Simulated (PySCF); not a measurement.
Spinor energies of Ir⁷²⁺ (iridium, charge +72)

Start: [He] 2s2 2p1; 2p3/2 filled at m_j = +3/2. Calculated with PySCF 2.14 in an even-tempered Gaussian basis (16 s from 60 bohr⁻², ratio 2.4; 13 p from 79 bohr⁻², ratio 2.4; 5 d from 250 bohr⁻², ratio 2.6; 4 f from 380 bohr⁻², ratio 2.6): generalised Hartree-Fock with the X2C-1e Hamiltonian and a Gaussian nucleus; one run each with spin-orbit coupling (SO) screened by Boettger's factors, then bare. This is a chosen level, not necessarily the ground level.

```tsv
spinor shell	electrons	ε, screened SO (eV)	ε, bare SO (eV)	weight of nominal j (bare SO)	rms radius, bare SO (bohr)
1s1/2	2	-85201.7	-85202.1	1.000	0.0196
2s1/2	2	-20903.4	-20903.6	1.000	0.0765
2p3/2	1	-18902.6	-18890.2	1.000	0.0711
```

```json
{"quantity": "E (hartree)", "screened SO": "-8696.50161", "bare SO": "-8696.04788"}
{"quantity": "M_J", "screened SO": "3/2", "bare SO": "3/2"}
{"quantity": "⟨J²⟩", "screened SO": "3.750", "bare SO": "3.750"}
{"quantity": "⟨L²⟩", "screened SO": "2.000", "bare SO": "2.000"}
{"quantity": "⟨S²⟩", "screened SO": "0.750", "bare SO": "0.750"}
```

Each row is a mean over spinors that exchange with the open shell spreads, by up to 69.019 eV (2s1/2).

Breit and QED terms are absent; they matter most for the inner s and p1/2 levels.

Densities and radii are taken from the X2C orbitals without a picture-change correction, which distorts them close to the nucleus.
